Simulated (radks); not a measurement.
The numbers below are computed, except where a source is named.
Coulomb parameter of the 4f shell of neutral gadolinium in the model configuration [Xe] 4f8 5d1 6s1, as a second difference U = [E(n + 0.25) + E(n - 0.25) - 2 E(n)] / (0.25)^2 with all orbitals relaxed. "Bare": the charge of the atom changes with n. "Screened": the 6s shell takes up the change at fixed total charge, which measures U(4f,4f) + U(6s,6s) - 2 U(4f,6s). Code: a radial shooting solver on a logarithmic mesh with Libxc functionals. Model: scalar-relativistic Kohn-Sham, PBE, spin-unpolarised, spherical densities, point nucleus.

case                     configuration  E - E(n) (eV)
start                 [Xe] 4f8 5d1 6s1          0.000
bare +0.25         [Xe] 4f8.25 5d1 6s1         -0.245
bare -0.25         [Xe] 4f7.75 5d1 6s1          0.842
screened +0.25  [Xe] 4f8.25 5d1 6s0.75          0.466
screened -0.25  [Xe] 4f7.75 5d1 6s1.25         -0.175

U(bare) = 9.552 eV, U(screened by 6s) = 4.654 eV, against the Slater integral F0(4f,4f) = 27.524 eV with frozen orbitals. The step up makes a negative ion, whose loosely bound charge lowers the bare value.
